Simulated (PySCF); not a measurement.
# [Re3]− at several levels of theory

Computed with PySCF 2.14.0 (density fitting, no spin-orbit coupling) at the geometry relaxed with TPSS:

```xyz
3
[Re3]− (triplet)
Re   -0.0289    0.6124    1.2556
Re    0.0578   -1.2248    0.0000
Re   -0.0289    0.6124   -1.2556
```

```csv
level,basis,state,HOMO (eV),gap (eV),charge on Re1 (e),dipole about the centre of mass (D),largest force component (eV/Å)
TPSS,Re def2-SVP with ECP60,triplet,0.48,0.61,-0.35,0.15,0.03
PBE,the same,triplet,0.52,0.44,-0.35,0.16,0.15
B3LYP,the same,triplet,0.03,1.51,-0.34,0.12,0.19
CAM-B3LYP,the same,triplet,-0.88,3.53,-0.33,0.00,0.21
TPSS,Re def2-TZVP with ECP60,triplet,0.46,0.61,-0.39,0.17,0.30
```

HOMO and gap are taken over both spins. Charges are Mulliken's, which hang on the basis. The relaxation used the grid (50, 194), these runs (75, 302) or, all-electron (x2c bases, spin-free X2C Hamiltonian), (99, 590).

What does wB97X with Re def2-SVP with ECP60 give here?

state triplet, HOMO (eV) -1.66, gap (eV) 4.92, charge on Re1 (e) -0.34, dipole about the centre of mass (D) 0.01, largest force component (eV/Å) 0.52. Time: 10 s on 2 threads of AMD EPYC 7R43 64-Core Processor (Zen 3), on a shared host, from an already converged density.

No frequency check is given that shows the relaxed geometry to be a minimum. Open shells may have lower solutions than the one found.

The highest filled level of some runs lies above zero, as often for anions with such functionals and bases.

A gap near or under zero over both spins lies within a partly filled shell and is no excitation energy.

Some runs are spin-contaminated.
